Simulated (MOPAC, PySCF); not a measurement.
C₃H₃N, SMILES `C=C=C=N`, neutral singlet in the gas phase. 

Cartesian coordinates (Å):
```xyz
7

C     -1.4383     0.5778     0.3848
C     -0.2753    -0.0065     0.2293
C      0.8850    -0.5091     0.1031
N      1.9403    -1.1256    -0.0711
H     -2.3697     0.0697     0.1490
H     -1.5258     1.5953     0.7569
H      2.7838    -0.6016     0.1646
```
Charge 0, spin multiplicity 1.

All levels are single points at this geometry (B3LYP-D3(BJ)/def2-TZVP); Pople sets use spherical d functions. Orbital energies aren't observables, and empty levels follow the basis.

PM7 in MOPAC gives gap (eV) = 8.72.

Estimate the gap (eV) from each of these levels: B3LYP-D3(BJ)/def2-TZVP in PySCF; PBE-D3(BJ)/def2-TZVP in PySCF; B3LYP/6-311+G** in PySCF; B3LYP/6-31G* in PySCF; BP86/6-31G* in PySCF; M06-2X/6-31G* in PySCF; PBE/6-31G* in PySCF; SVWN5/6-31G* in PySCF; HF/3-21G in PySCF; HF/STO-3G in PySCF; AM1 in MOPAC; PM3 in MOPAC.


```
level                            gap (eV)
-------------------------------  --------
B3LYP-D3(BJ)/def2-TZVP in PySCF      4.18
PBE-D3(BJ)/def2-TZVP in PySCF        2.46
B3LYP/6-311+G** in PySCF             4.15
B3LYP/6-31G* in PySCF                4.26
BP86/6-31G* in PySCF                 2.52
M06-2X/6-31G* in PySCF               6.77
PBE/6-31G* in PySCF                  2.50
SVWN5/6-31G* in PySCF                2.39
HF/3-21G in PySCF                   11.28
HF/STO-3G in PySCF                  12.51
AM1 in MOPAC                         9.07
PM3 in MOPAC                         8.64
```
